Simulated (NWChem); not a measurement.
Isomers of C3H6OS, each optimised at PBE0/def2-SVP with NWChem, gas phase unless a solvent is named. Flexible species stand in one conformer each, which need not be the lowest.  Relative energies count from the lowest isomer at each level and are electronic, without zero-point energy, on those geometries.

A: CSCC=O
B: O=C[C@H](S)C
C: S(C=O)CC
D: C[C@@H]1OCS1

Q: Which isomer is lowest, and do the levels agree? Levels: PBE0/def2-SVP; PBE/def2-TZVP; B3LYP/def2-TZVP; TPSSh/def2-TZVP; CAM-B3LYP/def2-TZVP; Hartree-Fock/def2-TZVP.

A: All put C lowest.
```tsv
quantity	A	B	C	D
relative energy, PBE0/def2-SVP (kcal/mol)	10.9	8.3	0.0	24.9
relative energy, PBE/def2-TZVP (kcal/mol)	10.9	11.4	0.0	28.2
relative energy, B3LYP/def2-TZVP (kcal/mol)	9.5	10.1	0.0	28.6
relative energy, TPSSh/def2-TZVP (kcal/mol)	9.8	11.0	0.0	25.5
relative energy, CAM-B3LYP/def2-TZVP (kcal/mol)	8.7	8.3	0.0	25.5
relative energy, Hartree-Fock/def2-TZVP (kcal/mol)	5.8	6.3	0.0	25.0
```
